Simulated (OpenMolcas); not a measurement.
# Ru4+: moving or changing the point charges

Ru4+ among 6 point charges of -1.7 e arranged as a tetragonal octahedron (D4h), 1.8 Å from the ion, with the axial distance 1.710 Å.

| Quantity | Value |
| --- | --- |
| Program | OpenMolcas |
| Method | CASSCF |
| Basis | ANO-RCC-VDZP [6s5p3d1f] |
| Scalar Hamiltonian | DKH2, point nucleus |
| Active space | 4 electrons in 5 orbitals (4d) |
| State averaging | 2S+1 = 5 even, 5 roots; 2S+1 = 3 even, 45 roots; 2S+1 = 1 even, 50 roots |
| Spin-orbit coupling | state interaction with AMFI integrals over the reference wave functions |

Runs around this geometry, states (labels of D4, the rotations of D4h). Energies in cm-1 above the lowest state or level, χT in cm3 K/mol.

```csv
R (Å),q (e),Ground state,First state of that spin,First gap with spin-orbit (degeneracies),χT at 300 K,First state of another spin
1.8,-1.36,5A1,5B1 3270,"94.6 (1, 2)",2.453,3A2 13215
1.8,-1.7,5A1,5B1 4024,"93.9 (1, 2)",2.535,3A2 11004
1.98,-1.7,5A1,5B1 3057,"101.1 (1, 2)",2.342,3A2 14926
```

Taking the first state of the same spin as R^-n, n = -ln(3057 / 4024) / ln(1.98 / 1.8) = 2.9 between the shortest and longest distance.

Scaling the charges by -1.36 / -1.7 = 0.80 scales the first state of the same spin by 3270 / 4024 = 0.81; with fixed orbitals a first-order splitting would follow the charge.

Without dynamic correlation the repulsion within the d shell is too large (B by tens of per cent), so at a given field states of lower spin stand too high. This shell can be high or low spin here, a state of another spin lies low, and with metal d orbitals alone active their balance is uncertain, so the ground spin may be wrong. Point charges give a weaker field than real ligands, and real ions of this kind are as a rule low spin; the high spin found here belongs to the model. This is an electrostatic model: the charges have no orbitals. No measured value stands beside these numbers.
